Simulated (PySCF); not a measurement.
**Electron correlation in Ag³⁺ (silver, charge +3)**

[Kr] 4d8, high-spin 3F determinant. All numbers are calculated (PySCF 2.14, scalar relativity through the core potential, in def2-TZVPPD with the def2 core potential (28 electrons) (6s4p3d2f1g, 56 functions)). Frozen: nothing; 16 electrons correlated.

| level | correlation energy (mhartree) |
| --- | --- |
| CCSD | -479.37 |
| (T) | -8.93 |
| CCSD(T) | -488.30 |

Diagnostics: T1 = 0.0036, D1 = 0.0078, largest double amplitude 0.022.

Cost of the coupled-cluster step: about 9 core-seconds, for 16 correlated electrons.

The basis has no tight functions for the innermost shells, so their pair energies are far from complete.

This basis was not built for core-valence correlation, so the inner-shell part is incomplete.
